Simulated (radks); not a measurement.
The numbers below are computed, except where a source is named.
Spherical quantum dot in the effective-mass picture: electrons in a parabolic well V = omega^2 r^2 / 2 with omega = 0.107, with a point charge +2 (a donor) at the centre, all in effective atomic units (hartree* = m*/eps^2 hartree, bohr* = eps/m* bohr), one dielectric constant everywhere. Level of theory: non-relativistic Kohn-Sham, exchange-only LDA, spin-polarised, spherical densities (a radial shooting solver with Libxc functionals). Levels are named by radial order and angular momentum (1s, 1p, 1d, 2s, ...), and open shells are averaged over m. At N = 17 the configuration is 1s2 1p6 1d(up 5, down 2) 2s2. Does electron 18 go into 1d down or 1f down or 1f up?

Answer. Into 1d down. The total energies of the other choices lie higher by 0.0227 hartree* (1f up), 0.0407 hartree* (1f down).
